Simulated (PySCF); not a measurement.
Vertical excitations of a molecule C3H7FSi2 from TDDFT-PBE0/def2-SVPD (PySCF 2.14.0), as energy in eV (oscillator strength): 5.27 (0.000), 5.66 (0.006), 5.83 (0.000), 7.28 (0.965), 7.38 (0.009), 7.59 (0.000), 7.62 (0.000), 7.78 (0.260), 7.80 (0.034), 7.82 (0.031). Lowest triplet (TDA): 4.39 eV. Coordinates come from a B3LYP-D3(BJ)/def2-SVP optimisation. One conformer was computed; it need not be the lowest.

Problem. Pick the molecule that these values belong to.
(A) F[Si@H]1C=C([SiH3])C1
(B) FC1=C[Si@H]([SiH3])C1
(C) F[SiH2]C1=CC[SiH2]1
(D) C[SiH2]C#C[SiH2]F

Solution. D, C[SiH2]C#C[SiH2]F
